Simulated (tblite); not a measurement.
Compound: C₃F₆O₂P (charge -1).
SMILES with atom numbers: `[O:1]=[P@@:2]([O-:3])([C:4]([F:5])=[C:6]([F:7])[F:8])[C:9]([F:10])([F:11])[F:12]`
Bond orders are those of one Lewis drawing.

Computed with GFN2-xTB (tblite), gas phase: L-BFGS steps from a force-field or distance-geometry start until the largest atomic force falls under 0.01 eV/Å.

At the end of the run (lengths in Å): P2–O3 1.472, P2–C9 1.903, P2–C4 1.875, C6–F8 1.323, C9–F10 1.347, C9–F11 1.344, C9–F12 1.344, O1–P2–O3 123.7°, C4–P2–C9 95.5°, P2–C4–C6 115.6°, F7–C6–F8 109.4°, O1–P2–C4–F5 111°, P2–C4–C6–F7 180°, O1–P2–C9–F10 68°.

**Question.** These geometries were met on the way; a selection of coordinates is given. Order them by energy above the end point, lowest first.
A. P2–O3 1.460, P2–C9 1.892, P2–C4 1.875, C6–F8 1.318, C9–F10 1.345, C9–F11 1.345, C9–F12 1.350, O1–P2–O3 122.0°, C4–P2–C9 97.8°, P2–C4–C6 116.1°, F7–C6–F8 110.7°, O1–P2–C4–F5 174°, P2–C4–C6–F7 -174°, O1–P2–C9–F10 84°
B. P2–O3 1.473, P2–C9 1.903, P2–C4 1.867, C6–F8 1.319, C9–F10 1.345, C9–F11 1.343, C9–F12 1.346, O1–P2–O3 123.3°, C4–P2–C9 96.6°, P2–C4–C6 124.2°, F7–C6–F8 108.6°, O1–P2–C4–F5 173°, P2–C4–C6–F7 -172°, O1–P2–C9–F10 77°
C. P2–O3 1.700, P2–C9 1.797, P2–C4 1.796, C6–F8 1.366, C9–F10 1.388, C9–F11 1.383, C9–F12 1.379, O1–P2–O3 108.6°, C4–P2–C9 106.9°, P2–C4–C6 117.8°, F7–C6–F8 116.9°, O1–P2–C4–F5 180°, P2–C4–C6–F7 180°, O1–P2–C9–F10 78°
D. P2–O3 1.471, P2–C9 1.910, P2–C4 1.882, C6–F8 1.317, C9–F10 1.345, C9–F11 1.347, C9–F12 1.348, O1–P2–O3 123.9°, C4–P2–C9 96.6°, P2–C4–C6 117.4°, F7–C6–F8 106.9°, O1–P2–C4–F5 172°, P2–C4–C6–F7 -174°, O1–P2–C9–F10 82°
E. P2–O3 1.495, P2–C9 1.899, P2–C4 1.871, C6–F8 1.321, C9–F10 1.351, C9–F11 1.351, C9–F12 1.363, O1–P2–O3 117.8°, C4–P2–C9 100.2°, P2–C4–C6 115.5°, F7–C6–F8 115.9°, O1–P2–C4–F5 175°, P2–C4–C6–F7 -176°, O1–P2–C9–F10 83°

**Answer.** B (0.084 eV), D (0.137 eV), A (0.245 eV), E (0.554 eV), C (2.066 eV).

| step | E above end (eV) | rms distance from the end, all atoms (Å) | largest force (eV/Å) | rms shift of all bonds from the end (Å) |
| --- | --- | --- | --- | --- |
| 21 | 0.084 | 0.671 | 0.088 | 0.003 |
| 7 | 0.137 | 0.684 | 0.315 | 0.004 |
| 3 | 0.245 | 0.687 | 0.911 | 0.008 |
| 1 | 0.554 | 0.690 | 2.085 | 0.013 |
| 0 | 2.066 | 0.696 | 9.838 | 0.084 |

Rows stand in the order of the answer.
